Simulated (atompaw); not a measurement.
What one change does to a pseudopotential (Pd (Z = 46), PAW (atompaw))

```json
{"Element": "palladium", "Generator": "atompaw 4.2.0.5", "Type": "PAW", "Functional": "LDA (PW92)", "Relativity": "scalar-relativistic", "Frozen core": "[Kr]", "Valence charge": "10", "Reference configuration": "4d10 5s0 5p0", "Partial waves": "5s (bound, empty); 5s channel at 2.15 Ry; 5p (bound, empty); 5p channel at 2.25 Ry; 4d (bound); 4d channel at 1.5 Ry", "Local potential": "ultrasoft scheme with l = 3 at -0.5 Ry, radius 1.95 bohr", "Core correction": "smooth core density matched at 2.05 bohr", "Augmentation charge": "sinc compensation charge, radius 2.15 bohr; PAW radius 3.00 bohr; waves and projectors: bloechl"}
```

Change: all radii scaled by about 1.14 (s 3.36, p 3.42, d 2.34 bohr); local potential ultrasoft scheme with l = 3 at -0.5 Ry, radius 2.22 bohr; augmentation sinc compensation charge, radius 2.46 bohr; PAW radius 3.42 bohr; waves and projectors: bloechl; core correction smooth core density matched at 2.34 bohr.

Cutoffs: the cutoffs (Ry, on a coarse ladder) from which the occupation-weighted sum of valence levels, in a spherical-Bessel basis at the reference potential, stays within 10 and 1 mRy of its value at 400 Ry; they do not see the model core or the augmentation charge, which bear on the density cutoff.

Question: What does the change do?

Answer: The potential gets softer (35 Ry and 45 Ry → 25 Ry and 30 Ry); the bound ghost in s disappears. A larger radius leaves more room for a smooth pseudo-wave, so fewer plane waves are needed.

```
                            quantity                    base                 changed
                       cutoff, loose                   35 Ry                   25 Ry
                       cutoff, tight                   45 Ry                   30 Ry
                        bound ghosts                       s                    none
lowest overlap eigenvalue by channel  s 0.19, p 0.38, d 1.00  s 0.25, p 0.44, d 1.00
```

 A true bound ghost makes a file unfit for plane-wave use even where its test errors are small: the radial tests pick states by their node count and pass the ghost by. The cutoffs see the waves, projectors and local potential, not the compensation charge or the core.
